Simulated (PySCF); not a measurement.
## Computed structure and properties of [OsO2(OH)2]2+

System: [OsO2(OH)2]2+ (singlet); start: template (C2). Method: PySCF 2.14.0, RKS PBE, Os def2-SVP with ECP60, O def2-SVP, H def2-SVP; non-relativistic Hamiltonian with scalar-relativistic core potentials where named; density fitting; no spin-orbit coupling.

Input of the relaxation:

```python
mol = gto.M(atom='''
Os     0.00000    -0.00000     0.03335
O      0.84590     0.84590     0.87925
O     -0.84590    -0.84590     0.87925
O      1.00600    -1.00600    -0.97265
H      1.24960    -1.59960    -1.69435
O     -1.00600     1.00600    -0.97265
H     -1.24960     1.59960    -1.69435''',
    basis={'Os': 'def2-SVP', 'O': 'def2-SVP', 'H': 'def2-SVP'},
    ecp={'Os': 'def2-SVP'},
    charge=2, spin=0)
mf = dft.RKS(mol, xc='PBE')
mf.grids.atom_grid = (50, 194)
mf = mf.density_fit()  # fitting sets: Os def2-universal-JKFIT, O def2-universal-JKFIT, H def2-universal-JKFIT
mf.conv_tol = 1e-08; mf.max_cycle = 55
mf.kernel(dm0)  # dm0: converged density of the start geometry
# quasi-Newton relaxation in Cartesian coordinates to a largest gradient under 0.00045 Eh/bohr, steps kept in the point group
```

Run from Python with OMP_NUM_THREADS=2; the lines above give its settings. Where DIIS fails, smearing, a level shift and second-order steps follow.
It took 67 s on 2 threads of Arm Neoverse V1, on a shared host, from the converged density of the start.

Course of the relaxation:

```csv
step,energy above end (eV),largest force component within the symmetry (eV/Å)
0,4.5377,26.769
1,0.6941,8.276
2,0.1960,1.262
3,0.1008,0.780
4,0.0684,0.368
5,0.0433,0.295
6,0.0207,0.347
7,0.0088,0.239
12,0.0016,0.052
13,0.0009,0.063
14,0.0005,0.056
15,0.0002,0.032
16,0.0000,0.016
17,0.0000,0.009
```
(The steps between are left out.)

Relaxed geometry (C2):

```xyz
7

Os    0.0000    0.0000   -0.1426
O     0.9363    0.9660    0.8624
O    -0.9363   -0.9660    0.8624
O     1.1107   -0.9647   -1.1606
H     1.3787   -1.9127   -1.4016
O    -1.1107    0.9647   -1.1606
H    -1.3787    1.9127   -1.4016
```

| contact | Å |
| --- | --- |
| Os1–O2 (O) | 1.679 |
| Os1–O3 (O) | 1.679 |
| Os1–O4 (OH) | 1.789 |
| Os1–O6 (OH) | 1.789 |

On the finer grid (75, 302):

| Quantity | Value |
| --- | --- |
| HOMO | -21.64 eV |
| LUMO | -18.33 eV |
| Dipole about the centre of mass | 3.56 D |
| Set of Mulliken populations of Os1 outside the core potential | s 2.42, p 6.31, d 5.52, f 0.20 |
| D3(BJ) dispersion energy (not in the energies) | -0.134 eV |

```
atom  Mulliken (e)  Löwdin (e)  spin (e)
 Os1          1.54        0.77      0.00
  O2          0.03        0.22      0.00
  O3          0.03        0.22      0.00
  O4         -0.18        0.13      0.00
  H5          0.38        0.26      0.00
  O6         -0.18        0.13      0.00
  H7          0.38        0.26      0.00
```

On the grid (50, 194), as all that follows. Harmonic modes: a minimum; lowest 116 cm⁻¹ (negative: unstable), highest 3278 cm⁻¹, zero-point energy 0.805 eV.

Rigid scan of O along the line from its metal, all other atoms held (where the atom bridges, its other bond changes as well):

| distance to O2 (Å) | energy (eV) |
| --- | --- |
| 1.38 | 4.625 |
| 1.48 | 1.661 |
| 1.58 | 0.338 |
| 1.68 | 0.000 |
| 1.78 | 0.232 |
| 1.88 | 0.774 |
| 1.98 | 1.464 |
| 2.13 | 2.575 |

Taking off one OH (charge -1, singlet; the rest: singlet) in vacuum, both parts rigid, costs 30.60 eV; the small basis without counterpoise inflates it. Most of it is the attraction of opposite charges; other ways to part are cheaper, and one spin state was tried for the rest.

Rigid scan of OH along the line from its metal, all other atoms held (where the atom bridges, its other bond changes as well):

```tsv
distance to O4 (Å)	energy (eV)
1.49	3.210
1.59	1.165
1.69	0.239
1.79	0.000
1.89	0.166
1.99	0.554
2.19	1.572
```

One start shape was tried, so this needn't be the lowest isomer.
